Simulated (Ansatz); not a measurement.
Swapping H for I on Si: the atomisation energy

On one Si centre, n of the H ligands are replaced by I. The atomisation energy (no zero-point term) y in kJ/mol at CCSD(T)/def2-TZVPP. Shapes, held fixed at every level: PBE0-D4/def2-TZVP. Programs: Ansatz 0.2.0.

| molecule | n | y (kJ/mol) |
| --- | --- | --- |
| SiH4 | 0 | 1336 |
| SiH3I | 1 | ? |
| SiHI3 | 3 | 1130 |
| SiI4 | 4 | 1057 |

Problem. Fit y = c + s·n to the known rows and predict SiH3I.

Solution. 
1. Means of the 3 rows: n = 2.33333, y = 1174.3.
2. Σ(Δn)² = 8.6667, Σ(Δn·Δy) = -602.33, so the slope is -602.33/8.6667 = -69.499.
3. Intercept: 1174.3 − (-69.499) × 2.33333 = 1336.5. The largest residual of the fit is 2.0.
4. SiH3I: 1336.5 + (-69.499) × 1 = 1267 kJ/mol.

The run gave 1267 kJ/mol, so the prediction is off by 0 kJ/mol: they agree to the digits shown. The steps are nearly additive. The slope is the difference between a Si–I and a Si–H bond. Other levels give for SiH3I: HF/def2-SVP 971; B3LYP-D4/def2-TZVPP 1289; B2PLYP/def2-TZVPP 1275 kJ/mol. Spin-orbit coupling of the free atoms (H 0, I 30 kJ/mol each; the atoms kept shift only the intercept) is left out. For atoms past krypton def2 sets carry core potentials with scalar relativity. Correlated rows may include outer-core shells of I, which these sets cover unevenly.
